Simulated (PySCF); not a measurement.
# Working out the electron affinity of Ga

Ga⁻ [Ar] 3d10 4s2 4p2 (3P) → Ga [Ar] 3d10 4s2 4p1 (2P). All numbers are calculated (PySCF 2.14, a scalar-relativistic core potential, in aug-cc-pVDZ-PP with ECP10MDF). Frozen: 3s2 3p6 3d10. Energies in hartree (1 hartree = 27.21139 eV):

```csv
part,Ga⁻ (lower),Ga (upper)
UHF,-258.289065,-258.291230
CCSD correlation,-0.054474,-0.043398
(T),-0.001469,-0.000541
```

**Question.** What does Hartree-Fock give?

**Answer.** (-258.291230) − (-258.289065) = -0.002165 hartree = -0.059 eV.

**Question.** What do CCSD and CCSD(T) give?

**Answer.** The CCSD correlation energies differ by 0.011076 hartree = 0.301 eV and the triples by 0.000928 hartree = 0.025 eV, so CCSD gives 0.242 eV and CCSD(T) 0.267 eV.

Reference: 0.301 eV (measured; photodetachment measurements, as compiled on the Wikipedia data page of electron affinities), between the lowest levels; spin-orbit coupling is absent from the calculation.

A double-zeta basis recovers only part of the correlation energy.

What remains against the reference includes basis incompleteness, the frozen core and higher excitations.
